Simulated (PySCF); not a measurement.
C2H8ClNSi2, SMILES N(/[SiH3])=C\[Si@H](C)Cl.

Geometry optimised at ωB97X-D3(BJ)/def2-SVP. The structure was generated by enumeration; whether it is a known compound was not checked. Other conformers were not sampled.

These are TDDFT-LC-ωPBE/def2-SVPD run with PySCF 2.14.0 values and carry that method's errors.

Vertical excitations. 

| state | energy (eV) | λ (nm) | f | main pairs |
|---|---|---|---|---|
| S1 | 3.55 | 349 | 0.001 | HOMO→LUMO 94 % |
| S2 | 6.75 | 184 | 0.010 | HOMO→LUMO+1 60 %, HOMO→LUMO+2 26 % |
| S3 | 7.11 | 174 | 0.005 | HOMO−2→LUMO 61 %, HOMO−8→LUMO 10 %, HOMO−4→LUMO 9 % |
| S4 | 7.36 | 168 | 0.316 | HOMO−1→LUMO 62 %, HOMO−3→LUMO 15 % |
| S5 | 7.58 | 164 | 0.079 | HOMO→LUMO+2 26 %, HOMO→LUMO+4 14 %, HOMO→LUMO+1 13 %, HOMO−1→LUMO 11 % |
| S6 | 7.95 | 156 | 0.224 | HOMO−3→LUMO 57 %, HOMO−1→LUMO 14 % |
| S7 | 7.98 | 155 | 0.081 | HOMO→LUMO+6 49 %, HOMO→LUMO+2 10 %, HOMO→LUMO+8 9 % |
| S8 | 8.03 | 154 | 0.008 | HOMO→LUMO+7 32 %, HOMO→LUMO+5 26 %, HOMO→LUMO+3 6 %, HOMO→LUMO+4 5 % |
| S9 | 8.35 | 148 | 0.050 | HOMO→LUMO+4 17 %, HOMO→LUMO+2 13 %, HOMO→LUMO+6 12 %, HOMO→LUMO+3 11 % |
| S10 | 8.40 | 148 | 0.038 | HOMO−1→LUMO+2 35 %, HOMO−1→LUMO+3 15 %, HOMO−1→LUMO+4 7 %, HOMO−1→LUMO+1 7 % |
| T1 | 2.85 | 435 | 0 | HOMO→LUMO 93 % |
| T2 | 4.63 | 268 | 0 | HOMO−3→LUMO 43 %, HOMO−7→LUMO 19 %, HOMO−1→LUMO 17 %, HOMO−8→LUMO 8 % |
| T3 | 6.39 | 194 | 0 | HOMO→LUMO+1 50 %, HOMO→LUMO+2 33 % |
| T4 | 6.43 | 193 | 0 | HOMO−2→LUMO 48 %, HOMO−8→LUMO 16 %, HOMO−4→LUMO 9 % |
Triplets are in the Tamm–Dancoff approximation, which puts them higher than full response would, so one can lie above its singlet here.
